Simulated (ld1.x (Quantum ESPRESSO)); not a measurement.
Plane-wave convergence, RRKJ potential for carbon (C)

| Property | Result |
| --- | --- |
| Element | C (Z = 6) |
| Generator | ld1.x (Quantum ESPRESSO) 7.5 |
| Type | norm-conserving RRKJ (Kleinman–Bylander form) |
| Functional | PBE |
| Relativity | scalar-relativistic |
| Frozen core | [He] |
| Valence charge | 4 |
| Reference configuration | 2s2 2p2 |
| Partial waves | 2p (bound): rc 2.05 bohr; 2s (bound): rc 1.05 bohr |
| Local potential | the s channel |
| Core correction | a·sin(br)/r model core inside 0.95 bohr |
| rho0 | 0.01 |

The pseudo-atom Hamiltonian at the reference potential is diagonalised in spherical Bessel functions j_l(qr) that vanish at 20 bohr, with q² up to the cutoff. All-electron valence levels (Ry): 2p -0.3885, 2s -1.0107.

Task: How do the lowest levels (Ry) of each channel move with the cutoff, and are there ghosts?

Result:

```json
{"cutoff (Ry)": "8", "p #1": "-0.1960", "p #2": "0.0397", "s #1": "-0.9018", "s #2": "-0.0098", "d #1": "0.0727", "d #2": "0.1712", "f #1": "0.1172", "f #2": "0.2522", "Σ f·Δε (mRy)": "602.8"}
{"cutoff (Ry)": "12", "p #1": "-0.2874", "p #2": "0.0355", "s #1": "-0.9263", "s #2": "-0.0108", "d #1": "0.0727", "d #2": "0.1712", "f #1": "0.1172", "f #2": "0.2522", "Σ f·Δε (mRy)": "371.0"}
{"cutoff (Ry)": "18", "p #1": "-0.3638", "p #2": "0.0330", "s #1": "-0.9673", "s #2": "-0.0125", "d #1": "0.0727", "d #2": "0.1712", "f #1": "0.1172", "f #2": "0.2522", "Σ f·Δε (mRy)": "136.0"}
{"cutoff (Ry)": "21", "p #1": "-0.3777", "p #2": "0.0326", "s #1": "-0.9807", "s #2": "-0.0131", "d #1": "0.0727", "d #2": "0.1712", "f #1": "0.1172", "f #2": "0.2522", "Σ f·Δε (mRy)": "81.6"}
{"cutoff (Ry)": "30", "p #1": "-0.3883", "p #2": "0.0322", "s #1": "-1.0014", "s #2": "-0.0140", "d #1": "0.0727", "d #2": "0.1712", "f #1": "0.1172", "f #2": "0.2522", "Σ f·Δε (mRy)": "19.0"}
{"cutoff (Ry)": "40", "p #1": "-0.3885", "p #2": "0.0322", "s #1": "-1.0084", "s #2": "-0.0143", "d #1": "0.0727", "d #2": "0.1712", "f #1": "0.1172", "f #2": "0.2522", "Σ f·Δε (mRy)": "4.6"}
{"cutoff (Ry)": "50", "p #1": "-0.3885", "p #2": "0.0322", "s #1": "-1.0088", "s #2": "-0.0144", "d #1": "0.0727", "d #2": "0.1712", "f #1": "0.1172", "f #2": "0.2522", "Σ f·Δε (mRy)": "3.7"}
{"cutoff (Ry)": "60", "p #1": "-0.3885", "p #2": "0.0322", "s #1": "-1.0090", "s #2": "-0.0144", "d #1": "0.0727", "d #2": "0.1712", "f #1": "0.1172", "f #2": "0.2522", "Σ f·Δε (mRy)": "3.5"}
{"cutoff (Ry)": "70", "p #1": "-0.3885", "p #2": "0.0322", "s #1": "-1.0094", "s #2": "-0.0144", "d #1": "0.0727", "d #2": "0.1712", "f #1": "0.1172", "f #2": "0.2522", "Σ f·Δε (mRy)": "2.6"}
{"cutoff (Ry)": "90", "p #1": "-0.3885", "p #2": "0.0322", "s #1": "-1.0103", "s #2": "-0.0144", "d #1": "0.0727", "d #2": "0.1712", "f #1": "0.1172", "f #2": "0.2522", "Σ f·Δε (mRy)": "0.9"}
{"cutoff (Ry)": "110", "p #1": "-0.3885", "p #2": "0.0322", "s #1": "-1.0106", "s #2": "-0.0144", "d #1": "0.0727", "d #2": "0.1712", "f #1": "0.1172", "f #2": "0.2522", "Σ f·Δε (mRy)": "0.2"}
{"cutoff (Ry)": "400", "p #1": "-0.3885", "p #2": "0.0322", "s #1": "-1.0107", "s #2": "-0.0144", "d #1": "0.0727", "d #2": "0.1712", "f #1": "0.1172", "f #2": "0.2522", "Σ f·Δε (mRy)": "0.0"}
```

Result: no extra level below or beside the all-electron valence levels (p, s, d, f tested); 10 mRy is reached at 35 Ry and 1 mRy at 90 Ry.

Its largest configuration-test error is +750 meV.
